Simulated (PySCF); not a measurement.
PySCF 2.14 output of an unrestricted M06-2X calculation on a single atom or ion in Sapporo-DKH3-DZP-2012 (6s4p3d1f, 40 functions), with the spin-free X2C one-electron Hamiltonian (Gaussian nucleus):

```
SCF conv_tol = 1e-09
number electrons alpha = 14  beta = 13
    Y. Zhao and D. G. Truhlar.,  Theor. Chem. Acc. 120, 215 (2008)
    Y. Zhao and D. G. Truhlar.,  Theor. Chem. Acc. 120, 215 (2008)
cycle= 1 E= -1520.25410743326  delta_E= -0.00559  |g|= 0.109  |ddm|= 0.143
cycle= 2 E= -1520.25072542259  delta_E= 0.00338  |g|= 0.183  |ddm|=  0.1
cycle= 3 E= -1520.25599906215  delta_E= -0.00527  |g|= 0.00191  |ddm|= 0.0635
cycle= 4 E= -1520.25600926789  delta_E= -1.02e-05  |g|= 0.00103  |ddm|= 0.00666
cycle= 5 E= -1520.2560146669  delta_E= -5.4e-06  |g|= 0.000424  |ddm|= 0.00673
cycle= 6 E= -1520.25601585657  delta_E= -1.19e-06  |g|= 0.000183  |ddm|= 0.00409
cycle= 7 E= -1520.25601598107  delta_E= -1.25e-07  |g|= 7.81e-05  |ddm|= 0.0012
cycle= 8 E= -1520.25601603684  delta_E= -5.58e-08  |g|= 2.69e-05  |ddm|= 0.00106
cycle= 9 E= -1520.25601604255  delta_E= -5.7e-09  |g|= 3.92e-06  |ddm|= 0.000403
cycle= 10 E= -1520.25601604258  delta_E= -3.8e-11  |g|= 4.14e-07  |ddm|= 3.3e-05
converged SCF energy = -1520.25601604258  <S^2> = 0.75161373  2S+1 = 2.0016131
```

The run itself started from symmetry-adapted Hartree-Fock orbitals and held the occupation by maximum overlap, on a logarithmic radial grid, so the iterations belong to that start.

Problem. Which element, charge and spin multiplicity is this?

Solution. Ni⁺ (nickel, charge +1), multiplicity 2; the state was [Ar] 3d9, 2D determinant.
